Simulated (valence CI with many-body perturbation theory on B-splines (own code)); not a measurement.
**Ru⁵⁺ in brief**

Level of theory: relativistic CI+MBPT: three valence electrons over a frozen Dirac-Fock core [Kr], radial functions for each j: 7 s, 7 p, 8 d, 6 f, 4 g, 1 h, with the one-electron correlation potential Σ1, the two-electron term Σ2, the three-electron term Σ3, Breit, model QED; selected CI, second order for the rest, scaled by the run's own slope (own B-spline code, finite nucleus).

No measured spectrum was set against this ion. As an estimate, terms of the open shell hold to 2 to 4 % of their energy, and close levels can change places; different configurations can be misplaced against each other by 1,000 to 8,000 cm⁻¹. Only levels of the ground parity were solved; by the run's estimate the other parity begins above the list, which can be wrong where configurations are misplaced.

Rates and lifetimes use the calculated energies. Strong lines usually hold to 10 to 20 %, long lifetimes can be off by a factor of two.

Problem. What is the ground level?

Solution. 4d3 4F_3/2, composition 98 % 4d3 4F + 2 % 4d3 2D, g = 0.407.

Problem. How well does LS coupling describe the low levels?

Solution. Among the lowest 20 levels the leading LS term, summed over configurations, holds 89 % on average. For single configurations the figures are 89 % in LS and 68 % in jj coupling. Terms mix most in the J = 3/2 level at 20150 cm⁻¹, where the leading one holds 52 %.

Problem. Name the longest-lived excited levels whose lifetime is computed, and their main decay.

Solution. 4d3 4P_1/2 at 14199 cm⁻¹ lives 10.3 s, mostly by E2 to 4d3 4F_3/2; 4d3 4F_5/2 at 1473 cm⁻¹ lives 7.34 s, mostly by M1 to 4d3 4F_3/2; 4d3 4F_9/2 at 5158 cm⁻¹ lives 5.40 s, mostly by M1 to 4d3 4F_7/2.

Problem. How is the term 4F of the ground level split?

Solution. J = 3/2 at 0.0, J = 5/2 at 1473, J = 7/2 at 3247, J = 9/2 at 5158 cm⁻¹.

Problem. What is the ionisation energy?

Solution. 76.581 eV; NIST lists 76 ± 2 eV (theoretical).
